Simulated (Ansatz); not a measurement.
`[CH3][Ge]([CH3])([CH3])[CH3]` → 4 C• + Ge• + 12 H•  (atomization)

Program: Ansatz. Geometries: PBE0-D4/def2-TZVP. ΔE: electronic, gas phase. CBS: MP2 limit from def2 TZ/QZ plus the TZ coupled-cluster correction, frozen cores. This one scheme is used for every species, atoms too. DFT in def2-TZVPP. No spin–orbit coupling; open shells (•) take unrestricted orbitals. Spin–orbit coupling would lower the free atoms: a little for C; clearly for Ge. Bonds to Ge are less sure, by a few kJ/mol each and by 10 to 20 or more in all where they break to atoms, as the def2 sets lack core-valence functions. Scalar relativity is left out up to krypton.

`[CH3][Ge]([CH3])([CH3])[CH3]`:

```xyz
17

C     1.073    1.101   -1.213
Ge    0.000    0.000    0.000
C     1.148   -1.336    0.856
C    -1.411   -0.904   -1.014
C    -0.810    1.140    1.371
H     1.865    1.617   -0.667
H     1.537    0.484   -1.986
H     0.451    1.852   -1.704
H     0.568   -1.961    1.539
H     1.943   -0.853    1.427
H     1.609   -1.984    0.108
H    -2.020   -1.527   -0.356
H    -0.980   -1.544   -1.788
H    -2.064   -0.176   -1.498
H    -1.456    1.893    0.914
H    -1.414    0.545    2.060
H    -0.040    1.655    1.949
```

Task: What is ΔE at CCSD(T)/CBS? (An estimate is asked.)

Result: The calculation gave: +6303.5 kJ/mol.

Task: What do these levels give: B2PLYP, r2SCANh, LC-ωPBE, MP2/def2-SVP, SCS-MP2/def2-TZVPP, HF/CBS(def2)? (An estimate is asked.)

Result: Ansatz gave: B2PLYP 6231.2, r2SCANh 6277.0, LC-ωPBE 6267.7, MP2/def2-SVP 6020.3, SCS-MP2/def2-TZVPP 6213.5, HF/CBS(def2) 4792.6 kJ/mol.

Largest T1 diagnostic among the species: 0.009.

At CCSD(T), def2-SVP lies −287.6 kJ/mol from the extrapolated value and def2-TZVPP −110.5 kJ/mol: correlation converges slowly with the basis, and small sets miss more of it in the bonded molecule than in its fragments. From PBE to PBE0 (25 % exact exchange), in def2-TZVPP and without D4, ΔE moves by −39.5 kJ/mol: exact exchange takes away binding that semilocal exchange gives to molecules.

For atomizations the MP2-based limit and the directly extrapolated one differ by several kJ/mol either way, and by 10 to 25 for some Ge, Se and Sn compounds, so smaller differences from it don't rank the levels.
